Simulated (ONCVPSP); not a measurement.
Potentials for manganese compared

Generated with ld1.x 7.5 (TM, RRKJ, ultrasoft, PAW), atompaw 4.2 or ONCVPSP 4.0.1. The cutoff is in Ry: for ld1.x and atompaw files where the sum of valence levels is converged to 10 mRy in a Bessel basis, for ONCV files where the hardest occupied wave has 1 mHa per electron of residual kinetic energy. The error is the largest all-electron minus pseudo excitation energy over each file’s own four to seven test configurations (ionisations up to +4, promotions, holes and added fractions of an electron), all of which were solved. The labels leave out finer settings (local radius, basis sizes, second energies), which also bear on the numbers. Spin-polarised tests are not counted. The rows are a selection from randomly drawn settings: files with unsolved tests, undetermined cutoffs or missed reference levels are left out.

A true bound ghost makes a file unfit for plane-wave use even where its test errors are small: the radial tests pick states by their node count and pass the ghost by.

| potential | cutoff (Ry) | largest error (meV) | bound ghosts |
| --- | --- | --- | --- |
| ONCV, PBE, scalar-relativistic, rc 1.70/0.90/1.75 (spd), local smoothed, core correction yes, reference 3s2 3p6 3d5 4s2, qcut 5.6/8.7/8.4, projectors 2/2/2 | 94 | +51 | none |
| ONCV, PBEsol, scalar-relativistic, rc 1.15/1.15/1.70 (spd), local smoothed, core correction yes, reference 3s2 3p6 3d5 4s2, qcut 12.8/12.1/9.6, projectors 2/2/2 | 98 | +41 | none |
| ONCV, PBE, fully relativistic, rc 2.50/2.75/1.10 (spd), local d, core correction yes, reference 3d5 4s2, qcut 3/3.4/13.1, projectors 2/2/0 | 145 | -217 | s, p3/2, p1/2 |
| ONCV, PBE, scalar-relativistic, rc 2.65/2.50/1.65 (spd), local smoothed, core correction no, reference 3d5 4s2, qcut 3/2.9/8.1, projectors 2/2/2 | 57 | +223 | none |
| ONCV, PBEsol, scalar-relativistic, rc 1.15/0.80/1.95 (spd), local smoothed, core correction no, reference 3s2 3p6 3d5 4s1, qcut 9.7/12/9.8, projectors 2/3/2 | 118 | +72 | p |
| ONCV, PBE, scalar-relativistic, rc 2.25/2.30/1.70 (spd), local smoothed, core correction yes, reference 3d5 4s2, qcut 2.4/3.8/8.4, projectors 2/2/1 | 65 | -156 | p |
| ONCV, PBEsol, scalar-relativistic, rc 1.50/0.90/1.45 (spd), local smoothed, core correction yes, reference 3s2 3p6 3d5 4s2, qcut 10.2/7.7/13.2, projectors 2/1/2 | 110 | +12 | none |

Task: Fill in the row for Mn: ONCV, LDA (Perdew-Wang 92), scalar-relativistic, rc 1.45/1.80/1.25 (spd), local smoothed, core correction yes, reference 3s2 3p6 3d5 4s1.75 4p0.25, qcut 9.4/7/10.7, projectors 3/2/2.

Result: cutoff 96 Ry, largest error +0.7 meV, bound ghosts: none.

Task: Fill in the row for Mn: ONCV, PBE, scalar-relativistic, rc 1.25/1.10/1.85/1.65 (spdf), local smoothed, core correction yes, reference 3s2 3p6 3d5 4s2, qcut 10.6/13.3/9.9/7.1, projectors 2/1/2/2.

Result: cutoff 83 Ry, largest error +46 meV, bound ghosts: none.
